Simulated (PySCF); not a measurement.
SMILES F[Si](F)([SiH2][SiH2]B)F (H6BF3Si3), GFN2-xTB optimised geometry.

```
13

B      2.43     0.72     0.60
Si     1.75    -1.00     0.00
Si    -0.61    -1.00     0.00
Si    -1.48     1.11     0.00
F     -0.40     2.17     0.52
F     -1.89     1.74    -1.40
F     -2.74     1.49     0.90
H      2.54     0.97     1.74
H      2.74     1.56    -0.16
H      2.14    -1.43    -1.36
H      2.12    -2.17     0.82
H     -1.18    -1.69     1.17
H     -1.21    -1.71    -1.14
```

Density from PBE/def2-TZVP (PySCF) at that geometry.

Minimum of the electron density along straight lines between bonded atoms, close to the bond critical point (lines longer than 1.1 times the sum of covalent radii, or with two minima, are not listed):

| bond | length / Å | ρ at the minimum / e bohr⁻³ | ∇²ρ there / e bohr⁻⁵ | position (fraction from the first atom) |
|---|---|---|---|---|
| B1–Si2 | 1.946 | 0.119 | … | 0.61 |
| Si2–Si3 | 2.355 | 0.085 | -0.14 | 0.44 |
| Si3–Si4 | 2.279 | … | … | 0.36 |
| Si4–F5 | 1.600 | 0.140 | 0.95 | 0.42 |
| Si4–F6 | 1.594 | 0.142 | 0.99 | 0.42 |
| Si4–F7 | 1.593 | 0.143 | 0.99 | 0.42 |
| B1–H8 | 1.170 | 0.193 | -0.41 | 0.45 |
| B1–H9 | 1.169 | 0.194 | -0.41 | 0.45 |
| Si2–H10 | 1.479 | 0.119 | 0.16 | 0.50 |
| Si2–H11 | 1.479 | 0.119 | 0.17 | 0.50 |
| Si3–H12 | 1.474 | 0.120 | 0.16 | 0.50 |
| Si3–H13 | 1.473 | 0.120 | 0.16 | 0.50 |

Task: What belongs in the gaps?

Result: 
- B1–Si2, ∇²ρ there / e bohr⁻⁵: -0.03
- Si3–Si4, ρ at the minimum / e bohr⁻³: 0.098
- Si3–Si4, ∇²ρ there / e bohr⁻⁵: -0.09
